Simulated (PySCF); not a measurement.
## C₆ coefficients of unlike pairs at wB97X-V

Calculated with PySCF 2.14 from the dipole response of each species, C₆(A,B) = (3/π) ∫ α_A(iu) α_B(iu) du, in atomic units, from isotropic polarisabilities. For ions this is the dispersion term alone; charge-induced terms of lower order in 1/R come first.

| species | configuration | basis | relativity | α (bohr³) | C₆ (like pair) |
| --- | --- | --- | --- | --- | --- |
| Mg²⁺ | [Ne] (1S) | dyall-av3z (20s13p6d4f) | none | 0.5047 | 0.6103 |
| Ni³⁺ | [Ar] 3d7 (4F) | x2c-TZVPPall with one added diffuse shell each of s, p, d, f type (7s6p5d3f1g) | spin-free X2C | 1.713 | 3.996 |
| P⁺ | [Ne] 3s2 3p2 (3P) | x2c-QZVPPall with one added diffuse shell each of s, p, d, f type (10s7p5d3f1g) | spin-free X2C | 14.29 | 73.68 |
| Cr⁺ | [Ar] 3d5 (6S) | def2-TZVPPD (6s6p4d2f1g) | none | 10.15 | 28.99 |

Task: Estimate C₆ for Ni³⁺ with Mg²⁺.

Result: The integral gives 1.532. The combination rule 2 C_A C_B / (C_A α_B/α_A + C_B α_A/α_B) gives 1.501 and the geometric mean 1.562.

No spin-orbit coupling is included.

The other pairs:

```json
{"pair": "Cr⁺, Ni³⁺", "C₆": "9.632"}
{"pair": "P⁺, Ni³⁺", "C₆": "13.90"}
{"pair": "P⁺, Mg²⁺", "C₆": "4.651"}
{"pair": "Cr⁺, Mg²⁺", "C₆": "3.418"}
{"pair": "Cr⁺, P⁺", "C₆": "44.73"}
```
